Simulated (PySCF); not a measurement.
**How exact exchange moves a shielding**

Molecule: `[SiH3][SiH2]S[SiH2]Cl`, ClH$_{7}$SSi$_{3}$.

Structure with atom numbers: `[SiH3:1][SiH2:2][S:3][SiH2:4][Cl:5]` (H(Xn): hydrogen on atom n).

GIAO shieldings (ppm, equivalent atoms averaged) in PySCF 2.14.0 with density-fitted response routines on the PBE0-D3(BJ)/def2-SVP geometry, basis pcSseg-1, gas phase, non-relativistic:

| functional | exact exchange (%) | σ(Si4) | σ(Si2) | σ(Si1) | σ(S3) |
| --- | --- | --- | --- | --- | --- |
| BLYP | 0 | 325.0 | 370.5 | 428.9 | 688.7 |
| BP86 | 0 | 333.5 | 382.3 | 440.4 | 706.3 |
| PBE | 0 | 335.1 | 384.8 | 443.0 | 709.6 |
| B3LYP | 20 | 338.9 | 384.0 | 439.7 | 719.6 |
| PBE0 | 25 | 352.5 | 400.8 | 455.3 | 746.3 |
| mPW1PW91 | 25 | 350.9 | 398.3 | 452.1 | 744.1 |
| HF | 100 | 401.4 | 438.9 | 482.4 | 817.5 |

Task: Fit each shielding as a line in the percentage of exact exchange.

Result: σ(Si4) = 331.0 + 0.71 x (rms 4.1 ppm); σ(Si2) = 379.6 + 0.60 x (rms 5.7 ppm); σ(Si1) = 437.8 + 0.45 x (rms 5.5 ppm); σ(S3) = 704.9 + 1.17 x (rms 9.5 ppm). The functionals also differ in their semilocal parts, which the line can't hold; Hartree–Fock has no correlation at all.

Task: What does the line predict for BHandHLYP (50 %), and what does the run give?

Result: σ(Si4): 366.5 predicted, 360.8 computed; σ(Si2): 409.6 predicted, 403.7 computed; σ(Si1): 460.3 predicted, 455.1 computed; σ(S3): 763.4 predicted, 758.5 computed ppm.
